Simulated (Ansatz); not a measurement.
These are frozen-core CCSD(T)/cc-pVTZ // ωB97X-D3(BJ)/def2-TZVP run with Ansatz (a first-principles code) values and carry that method's errors.

Ansatz 0.2 input:
```yaml
crystal:
  periodic: [false, false, false]
  atoms:
    - { symbol: C, position_ang: [-1.864532, -0.618484, 0.125843] }
    - { symbol: Ga, position_ang: [0.005058, 0.00409, 0.001423] }
    - { symbol: C, position_ang: [1.475703, -1.312927, 0.006485] }
    - { symbol: C, position_ang: [0.39484, 1.934907, -0.12895] }
    - { symbol: H, position_ang: [-2.571248, 0.19458, 0.302922] }
    - { symbol: H, position_ang: [-1.977639, -1.359365, 0.922553] }
    - { symbol: H, position_ang: [-2.150472, -1.115746, -0.807311] }
    - { symbol: H, position_ang: [1.909043, -1.368684, 1.011431] }
    - { symbol: H, position_ang: [2.28185, -1.017952, -0.670197] }
    - { symbol: H, position_ang: [1.139686, -2.316688, -0.262084] }
    - { symbol: H, position_ang: [0.015637, 2.32671, -1.078779] }
    - { symbol: H, position_ang: [-0.116999, 2.488368, 0.663861] }
    - { symbol: H, position_ang: [1.462335, 2.156776, -0.074467] }
basis:
  gaussian: { orbitals: cc-pVTZ }
correlation:
  method: ccsd_t
```

Output:

```
Functional definition: HF
1459 factors; integrals over basis functions are off by at most 1.1e-3 eV
mean field evaluation 1: about -55566.2638 eV, gradient 4.0e1 eV
mean field evaluation 2: about -55566.3361 eV, gradient 4.0e1 eV
mean field evaluation 4: about -55570.3403 eV, gradient 3.1e0 eV
mean field evaluation 8: about -55570.3846 eV, gradient 2.0e-1 eV
mean field evaluation 16: about -55569.6359 eV, gradient 1.6e1 eV
mean field -55570.38476758 eV, -2042.1739732488 hartree, gradient 1.8e-6 eV, S^2 0.000000; 0 other end points of the search recorded, 0 dependent functions left out
12 core orbitals not correlated
reference -55570.38476758 eV, -2042.1739732488 hartree; 17, 17 occupied and 230, 230 virtual orbitals, 1459 factors
second order -19.42313950 eV of doubles, -0.00000000 eV of singles
cycle   1  -20.04114568 eV  change   -6.2e-1 eV  update   9.6e-2
cycle   2  -20.56889268 eV  change   -5.3e-1 eV  update   2.7e-2
cycle   3  -20.65727793 eV  change   -8.8e-2 eV  update   1.2e-2
cycle   4  -20.65697629 eV  change    3.0e-4 eV  update   2.6e-3
cycle   5  -20.65660172 eV  change    3.7e-4 eV  update   8.8e-4
cycle   6  -20.65643412 eV  change    1.7e-4 eV  update   2.3e-4
cycle   7  -20.65638920 eV  change    4.5e-5 eV  update   6.5e-5
cycle   8  -20.65640330 eV  change   -1.4e-5 eV  update   2.1e-5
perturbative correction -0.85286392 eV, -0.0313421709 hartree
Total energy: -55591.89403480 eV, -2042.9644242396 hartree
```

Cost: roughly 12 core-minutes.
